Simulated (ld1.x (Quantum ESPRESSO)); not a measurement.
**Cutoff test, germanium (Ge), PAW**

- Element: Ge
- Generator: ld1.x (Quantum ESPRESSO) 7.5
- Type: PAW
- Functional: PBE
- Relativity: scalar-relativistic
- Frozen core: [Ar]
- Valence charge: 14
- Reference configuration: 3d10 4s2 4p1.5 (charge +0.5)
- Partial waves: 4s (bound): rcut 1.55, rcutus 1.90 bohr; 4s channel at 2.65 Ry: rcut 1.55, rcutus 1.90 bohr; 4p (bound): rcut 1.65, rcutus 2.15 bohr; 4p channel at -0.15 Ry: rcut 1.65, rcutus 2.15 bohr; 3d (bound): rcut 1.00, rcutus 1.20 bohr; 3d channel at -2.1 Ry: rcut 1.00, rcutus 1.20 bohr; 4f channel at 0.1 Ry: rcut 1.90, rcutus 2.15 bohr
- Local potential: all-electron potential smoothed inside 1.65 bohr (lloc = -1)
- Core correction: Bessel-smoothed model core, default radius (core density twice the valence density)
- Augmentation charge: BESSEL, radius 1.10 bohr

The pseudo-atom Hamiltonian at the reference potential is diagonalised in spherical Bessel functions j_l(qr) that vanish at 20 bohr, with q² up to the cutoff. All-electron valence levels (Ry): 4s -1.1465, 4p -0.5427, 3d -2.4653.

How do the lowest levels (Ry) of each channel move with the cutoff, and are there ghosts?

```tsv
cutoff (Ry)	s #1	s #2	p #1	p #2	d #1	f #1	Σ f·Δε (mRy)
8	-1.1454	-0.1708	-0.5403	-0.0800	-0.0793	0.0324	23865.9
21	-1.1465	-0.1713	-0.5427	-0.0803	-0.4316	0.0324	20336.6
40	-1.1465	-0.1713	-0.5427	-0.0803	-2.1354	0.0324	3299.2
70	-1.1465	-0.1713	-0.5427	-0.0803	-2.4626	0.0324	26.7
110	-1.1465	-0.1713	-0.5427	-0.0803	-2.4648	0.0324	5.1
200	-1.1465	-0.1713	-0.5427	-0.0803	-2.4653	0.0324	0.2
400	-1.1465	-0.1713	-0.5427	-0.0803	-2.4653	0.0324	0.0
```

Result: no extra level below or beside the all-electron valence levels (s, p, d, f tested); 10 mRy is reached at 100 Ry and 1 mRy at 160 Ry.
